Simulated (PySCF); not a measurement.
**Continuum solvent and chemical shifts**

Cartesian coordinates in Å; atom numbers follow the order of the lines, from 1:
```xyz
15

C    -2.630    0.154    0.517
C    -1.291   -0.357    0.100
C    -0.131    0.416    0.152
C     1.040   -0.206   -0.259
Si    2.764    0.583   -0.293
N     1.018   -1.485   -0.678
N    -0.100   -2.158   -0.708
N    -1.234   -1.621   -0.333
H    -2.665    0.289    1.610
H    -3.403   -0.570    0.230
H    -2.846    1.129    0.057
H    -0.147    1.454    0.496
H     3.650   -0.142    0.661
H     2.635    2.012    0.123
H     3.316    0.501   -1.673
```

GIAO PBE0/pcSseg-1 in PySCF 2.14 on one PBE0-D3(BJ)/def2-SVP conformer, non-relativistic, equivalent nuclei averaged. Solvents enter as an IEF-PCM continuum (cyclohexane with ε = 2.0, acetonitrile with ε = 35.7) around the gas-phase geometry. Shifts are referred to TMS computed in the same medium.

Gas phase, δ in ppm: C4 163.3, C2 160.2, C3 127.7, C1 24.2, Si5 -66.8, H12 7.31, H13/H14/H15 4.61, H9/H10/H11 2.75. Dipole moment 5.02 D.

Q: How does each δ change in the continuum?

A: 
```
      atoms                                          environment  Δδ, cyclohexane  Δδ, acetonitrile
         C4  substituted aromatic carbon next to a ring nitrogen             +1.7              +4.3
         C2  substituted aromatic carbon next to a ring nitrogen             +2.4              +6.0
         C3                                          aromatic CH             +1.8              +5.3
         C1                    methyl carbon on an aromatic ring             +0.4              +1.2
        Si5                             silicon bonded to C, 3 H             +0.3              +0.6
        H12                           hydrogen on an aromatic CH            +0.25             +0.72
H13/H14/H15                    hydrogen on a silicon bonded to C             0.00              0.00
 H9/H10/H11      hydrogen on a methyl carbon on an aromatic ring            +0.07             +0.16
```

Changes are relative to the gas phase. The dipole moment becomes 5.73 D in cyclohexane, 7.03 D in acetonitrile.

Q: Which of the listed nuclei move most (in ppm), and what does the model miss? (N and O are left out, as their reference compounds move with the solvent too.)

A: C2 (substituted aromatic carbon next to a ring nitrogen, +6.0 ppm) in acetonitrile. A continuum only polarises the solute; specific hydrogen bonds, the anisotropy of aromatic solvents and changes of geometry or conformer are outside it.
